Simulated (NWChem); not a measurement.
C$_{2}$H$_{6}$Be; SMILES [CH3][Be][CH3]

All runs: NWChem. Structure relaxed at the PBE0/def2-SVP level. Level: PBE0/Sadlej pVTZ; rows give the wavelength of the field.

```
field    isotropic polarisability (bohr³)  anisotropy (bohr³)
-------  --------------------------------  ------------------
static                               43.3                11.5
1065 nm                              43.7                11.7
589 nm                                  …                   …
400 nm                               46.7                13.7
```

**Question.** What belongs in the gaps?

**Answer.** 
- 589 nm, isotropic polarisability (bohr³): 44.7
- 589 nm, anisotropy (bohr³): 12.4
